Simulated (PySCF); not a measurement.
LaH₃: 4f shell in the core or in the valence

Base calculation in PySCF with density fitting and no spin–orbit coupling, PBE0/lcecp-1/def2-TZVP (scalar-relativistic core potentials): singlet, C3v, La–H 2.109 Å (×3); H–La–H 111.3° (×3); wavenumbers 312, 512 (×2), 1358 (×2), 1423 cm⁻¹; dipole moment 4.72 D, gap between the highest occupied and lowest empty levels 4.77 eV, polar-tensor charge of La 1.70 e.

**Question.** What changes on going to PBE0/def2-TZVP (scalar-relativistic core potentials)?

**Answer.** The point group stays the same. Changes: mean bond to La +0.007 Å, smallest bond angle -0.5 degrees, highest wavenumber +5 cm⁻¹, lowest wavenumber +9 cm⁻¹, dipole moment +0.12 D, gap between the highest occupied and lowest empty levels -0.02 eV, polar-tensor charge of La -0.01 e. The new structure has La–H 2.116 Å (×3); H–La–H 110.8° (×3), with wavenumbers 321, 507 (×2), 1367 (×2), 1428 cm⁻¹.

Each species is the lowest minimum found with this bonding; other isomers or fragments can lie lower.
